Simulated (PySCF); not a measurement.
C4H6OSe, SMILES C=C1CO[C@H]1[SeH].

Geometry optimised at PBE0-D3(BJ)/def2-SVP. The structure was generated by enumeration; whether it is a known compound was not checked. The values are those of a single conformer.

Method: TDDFT-LC-ωPBE/def2-SVPD (PySCF).

Vertical excitations. 

```tsv
state	energy (eV)	λ (nm)	f	main pairs
S1	5.09	244	0.000	HOMO→LUMO+1 43 %, HOMO→LUMO 27 %, HOMO→LUMO+5 11 %
S2	5.98	207	0.017	HOMO→LUMO 59 %, HOMO→LUMO+1 18 %, HOMO→LUMO+2 9 %
S3	6.42	193	0.198	HOMO−1→LUMO 83 %
S4	7.00	177	0.018	HOMO−1→LUMO+1 77 %
S5	7.17	173	0.021	HOMO→LUMO+2 73 %, HOMO→LUMO+1 12 %
S6	7.58	164	0.021	HOMO−3→LUMO 35 %, HOMO−1→LUMO+6 16 %, HOMO−2→LUMO 8 %, HOMO−3→LUMO+2 5 %
S7	7.62	163	0.007	HOMO−1→LUMO+6 24 %, HOMO−3→LUMO 19 %, HOMO−1→LUMO+3 9 %, HOMO−1→LUMO+4 8 %
S8	7.76	160	0.107	HOMO−2→LUMO 45 %, HOMO−3→LUMO 13 %, HOMO→LUMO+6 8 %, HOMO−2→LUMO+2 7 %
S9	7.88	157	0.205	HOMO→LUMO+4 26 %, HOMO→LUMO+5 24 %, HOMO−2→LUMO 11 %, HOMO→LUMO+9 6 %
S10	7.94	156	0.032	HOMO→LUMO+3 52 %, HOMO→LUMO+6 17 %
T1	4.00	310	0	HOMO−1→LUMO 39 %, HOMO−2→LUMO 24 %, HOMO−1→LUMO+2 8 %, HOMO−2→LUMO+2 6 %
T2	4.53	273	0	HOMO→LUMO+1 40 %, HOMO→LUMO 28 %, HOMO→LUMO+5 10 %
T3	5.43	228	0	HOMO→LUMO 46 %, HOMO→LUMO+1 16 %, HOMO→LUMO+2 10 %, HOMO→LUMO+9 8 %
T4	5.94	209	0	HOMO−1→LUMO 23 %, HOMO−1→LUMO+1 23 %, HOMO−2→LUMO 16 %
```
Triplets are in the Tamm–Dancoff approximation, which puts them higher than full response would, so one can lie above its singlet here.
